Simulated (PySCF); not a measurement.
Species: C5H4O2 (charge +1 and doublet state).
Geometry (GFN2-xTB, Å), atoms numbered from 1 in this order:
```xyz
11
C5H4O2 angstrom
C      3.030   -0.338    1.117
C      2.095   -0.031    0.421
C      1.029    0.358   -0.440
O      1.050    0.835   -1.521
O     -0.195    0.033    0.212
C     -1.297    0.053   -0.489
C     -2.459   -0.467    0.005
H      3.862   -0.566    1.730
H     -1.238    0.518   -1.482
H     -3.412   -0.215   -0.438
H     -2.460   -1.136    0.858
```

The hyperfine couplings belong to this conformer and change with its torsions.

As a line formula: `[H]/[C+]=[C]\C(=O)OC=C` [radical] (charge +1).

The calculation used UKS B3LYP, pcH-1 on C H O, non-relativistic, mean-field spin-orbit, GIAO (PySCF 2.14.0). Geometry: GFN2-xTB, one conformer, isolated ion. The geometry wasn't refined by DFT: couplings that depend on bond lengths, twists or pyramidal angles can differ widely from those at the functional's own minimum, by a factor of two or more for some ions and for spin on atoms past the first row. The frame is twisted about the C6–C7 bond at this geometry (dihedral H9–C6–C7–H10 = -16°); couplings at other torsion angles weren't computed. Stability of the SCF solution: not tested.

(1) What is the g tensor, term by term?

(2) What effective moment and Curie constant follow for a powder?

(3) How much does each term add to the isotropic shift?

(4) What are the electron Larmor frequencies g μB B/h along the three axes at 3350 mT?

(5) In a frozen sample, at which fields do the three g values resonate at 9.5, 34, 94 and 263 GHz (hyperfine left aside), and which band first spreads them over more than twice a line width of 1.0 mT?

Answers

(1) 
| Δg (ppm) | 1 | 2 | 3 |
| --- | --- | --- | --- |
| relativistic mass correction | -186 | -186 | -186 |
| gauge correction | 0 | 43 | 43 |
| orbital Zeeman/spin–orbit | 156 | 608 | 3523 |
| total | -30 | 464 | 3380 |

So g = 2.00229, 2.00278, 2.00570 and g_iso = 2.00359; the tensor is close to axial: the two nearest values differ by 15 % of g3 − g1. Axes: g3 points within 13° of the C6–C7 bond.

(2) With the mean of g² = 4.0144 and S(S+1) = 0.75: μ_eff = √(⟨g²⟩S(S+1)) = 1.735 μB and χT = 0.12505·⟨g²⟩·S(S+1) = 0.377 cm³ K/mol (cgs; spin-Hamiltonian part alone).

(3) The orbital-Zeeman/spin–orbit term 1429, the mass correction -186 and the gauge correction 29 ppm, for a total of 1271 ppm. The orbital-Zeeman/spin–orbit term is the largest in size. The mass correction is the same along every axis, so the anisotropy comes from the other two: their spans along these axes are 43 (gauge) and 3367 ppm (orbital Zeeman/spin–orbit).

(4) 93.8822, 93.9054, 94.0421 GHz for g1, g2 and g3, a range of 159.9 MHz.

(5) 
| band | GHz | B(g3) mT | B(g2) mT | B(g1) mT | spread mT |
| --- | --- | --- | --- | --- | --- |
| X | 9.5 | 338.41 | 338.91 | 338.99 | 0.58 |
| Q | 34.0 | 1211.16 | 1212.92 | 1213.22 | 2.06 |
| W | 94.0 | 3348.50 | 3353.38 | 3354.20 | 5.70 |
| J | 263.0 | 9368.68 | 9382.32 | 9384.64 | 15.96 |

The spread grows in proportion to the frequency. Q band is the first where it exceeds 2.0 mT.

The Mulliken spin populations are largest on C7 (+0.65), O5 (+0.20) and C6 (+0.16). Three atoms exceed +0.15. The angles at C7 add up to 360.0°, so it is planar; its axial dipolar tensor and the negative couplings of its protons fit spin in a p orbital normal to that plane.

The HOMO–LUMO gaps are 5.36 eV among the α and 1.76 eV among the β orbitals.

Hardware: Arm Neoverse N1, one thread, shared host. Cost: 54 s (grids of density and orbitals included), 0.73 GiB resident at most.

The SMILES draws the unpaired electron on C2; the largest computed Mulliken spin population is on C7 (0.65 against 0.01).
